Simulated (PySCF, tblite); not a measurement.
Isomers of C5H12O2Si, one GFN2-xTB conformer each. Single-point energies are computed at PBE0/pcSseg-1 (PySCF, gas phase, no added dispersion term), electronic only.

Question: Rank them by PBE0/pcSseg-1 energy, lowest first (kJ/mol).
A. `[CH3:1][C@@H:2]1[O:3][CH2:4][C@:5]1([CH3:6])[O:7][SiH3:8]` with C4–C5–O7–Si8 174°, C1–C2–O3–C4 -111°, C2–O3–C4–C5 -8°, O3–C4–C5–C6 -106°, C1–C2–C5–C4 108°
B. `[CH3:1][O:2][C@@H:3]([SiH3:4])[O:5][CH:6]1[CH2:7][CH2:8]1` with C1–O2–C3–Si4 162°, O2–C3–O5–C6 80°, C3–O5–C6–C7 -178°
C. `[CH3:1][CH2:2][O:3][SiH2:4]/[CH:5]=[CH:6]/[O:7][CH3:8]` with C1–C2–O3–Si4 180°, C2–O3–Si4–C5 180°, O3–Si4–C5–C6 180°, C5–C6–O7–C8 0°
D. `[CH3:1][O:2][Si@H:3]1[CH2:4][CH2:5][CH2:6][O:7][CH2:8]1` with C1–O2–Si3–C4 72°, O2–Si3–C4–C5 155°, Si3–C4–C5–C6 -53°, C4–C5–C6–O7 69°, C5–C6–O7–C8 -76°
E. `[OH:1][SiH2:2][C@H:3]1[CH2:4][CH2:5][CH2:6][O:7][CH2:8]1` with H–O1–Si2–C3 -9°, O1–Si2–C3–C4 -86°, Si2–C3–C4–C5 66°, C3–C4–C5–C6 54°, C4–C5–C6–O7 -55°, C5–C6–O7–C8 60°
F. `[CH3:1][CH2:2][O:3][SiH2:4]/[CH:5]=[CH:6]\[O:7][CH3:8]` with C1–C2–O3–Si4 172°, C2–O3–Si4–C5 -55°, O3–Si4–C5–C6 74°, C5–C6–O7–C8 168°

Answer: E (0.0), D (48.5), C (113.8), F (118.4), A (136.3), B (299.8).

As drawn, the lowest has an O–H bond and an Si–O bond, which the highest lacks; the highest has a three-membered ring, which the lowest lacks. Neighbours under 10 kJ/mol apart (CCO[SiH2]/C=C/OC and CCO[SiH2]/C=C\OC) can change places with a better method, another conformer or zero-point energy. CCO[SiH2]/C=C/OC and CCO[SiH2]/C=C\OC are stereoisomers, 4.6 kJ/mol apart in the conformers taken. GFN2-xTB itself gives, in the same order: 0.0, 74.9, 121.4, 133.9, 40.6, 262.9. Both levels put the same isomer lowest; measured from each level's own lowest isomer, the values differ by up to 95.7 kJ/mol (C[C@@H]1OC[C@]1(C)O[SiH3]: 40.6 against 136.3).

Question: Which frontier levels, dipoles and rotational constants go with these structures?

Answer: 
```json
{"SMILES": "O[SiH2][C@H]1CCCOC1", "HOMO (eV, PBE0/pcSseg-1)": "-7.56", "LUMO (eV)": "0.96", "dipole (D)": "2.96", "A, B, C (MHz)": "2498, 1479, 1341"}
{"SMILES": "CO[Si@H]1CCCOC1", "HOMO (eV, PBE0/pcSseg-1)": "-6.63", "LUMO (eV)": "0.96", "dipole (D)": "2.32", "A, B, C (MHz)": "3425, 1112, 910.9"}
{"SMILES": "CCO[SiH2]/C=C/OC", "HOMO (eV, PBE0/pcSseg-1)": "-6.81", "LUMO (eV)": "0.40", "dipole (D)": "0.95", "A, B, C (MHz)": "4303, 586.1, 523.9"}
{"SMILES": "CCO[SiH2]/C=C\\OC", "HOMO (eV, PBE0/pcSseg-1)": "-6.85", "LUMO (eV)": "-0.16", "dipole (D)": "3.70", "A, B, C (MHz)": "2165, 1022, 772.4"}
{"SMILES": "C[C@@H]1OC[C@]1(C)O[SiH3]", "HOMO (eV, PBE0/pcSseg-1)": "-7.20", "LUMO (eV)": "0.34", "dipole (D)": "1.96", "A, B, C (MHz)": "2707, 1282, 1063"}
{"SMILES": "CO[C@@H]([SiH3])OC1CC1", "HOMO (eV, PBE0/pcSseg-1)": "-7.15", "LUMO (eV)": "1.03", "dipole (D)": "2.31", "A, B, C (MHz)": "2483, 1109, 818.9"}
```

Question: What happens when harmonic zero-point energies from GFN2-xTB frequencies are added?

Answer: 
```tsv
SMILES	ZPE (kJ/mol)	electronic (kJ/mol)	with ZPE (kJ/mol)
O[SiH2][C@H]1CCCOC1	430.4	0.0	0.0
CO[Si@H]1CCCOC1	431.6	48.5	49.7
CCO[SiH2]/C=C/OC	417.4	113.8	100.7
CCO[SiH2]/C=C\OC	416.3	118.4	104.3
C[C@@H]1OC[C@]1(C)O[SiH3]	416.5	136.3	122.4
CO[C@@H]([SiH3])OC1CC1	410.3	299.8	279.7
```

The zero-point energies span 21.3 kJ/mol. The order is unchanged.
